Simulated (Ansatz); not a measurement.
Relative stability

Two relaxed structures of LiAlBH2F, closed shell (PBE0-D4/def2-TZVP; forces vanish, vibrations not checked).

A:

Li1  (-2.791, 1.541, -0.504)
Al2  (-0.274, 0.728, -0.575)
B3  (0.576, -0.867, 0.597)
F4  (1.069, -0.689, 1.829)
H5  (0.834, 1.319, -1.595)
H6  (0.586, -2.033, 0.247)
(Å)

B:

Li1  (-2.215, 1.163, -0.328)
Al2  (0.631, -0.840, 0.573)
B3  (-0.075, 0.708, -0.598)
F4  (1.052, -0.558, 2.165)
H5  (0.514, 1.360, -1.420)
H6  (0.448, -2.393, 0.236)
(Å)

Ansatz 0.2.0; basis: def2-TZVPP; cores frozen in the correlated methods. The outer core shell of Li, Na, Mg and K is correlated. B3LYP uses VWN-RPA correlation.

(1) Which structure is lower at CCSD(T), and by how much? (An estimate is asked for; the value comes from the calculation.)

(2) Do the other methods give the same order? (Judge from chemistry; the calculation decides.)

T1 diagnostic: at most 0.015. The restricted Hartree–Fock reference is unstable towards an unrestricted one at one or more of these structures.

## Answers

(1) By the calculation: B, by 1.23 kcal/mol (electronic energy, against the other). By their contacts, A is LiAlBH₂F ([Li][AlH][BH][F]) and B is LiAlBH₂F ([Li][BH][AlH][F]).

(2) Computed: Not all: PBE-D4, PBE0-D4, HF give the other order.

| method | E(B) − E(A) (kcal/mol) |
| --- | --- |
| PBE-D4 | 2.30 |
| r2SCAN-D4 | -0.67 |
| PBE0-D4 | 1.72 |
| B3LYP-D4 | -0.74 |
| wB97M-V | -2.00 |
| HF | 0.81 |
| MP2 | -3.03 |
| CCSD | -1.23 |
| CCSD(T) | -1.23 |

Labels in which every atom is bracketed show which atoms are joined, not bond orders.

For scale, one of the runs: CCSD(T)/def2-TZVPP, 151 basis functions, launched by `ansatz run in.yaml --threads 2 --pin off --events-out ev --progress --plain --max-ram 4352MiB`. Time: 19 s of wall clock on 2 CPU threads of an Arm Neoverse V2; the host was shared. Peak host memory: 0.99 GiB.
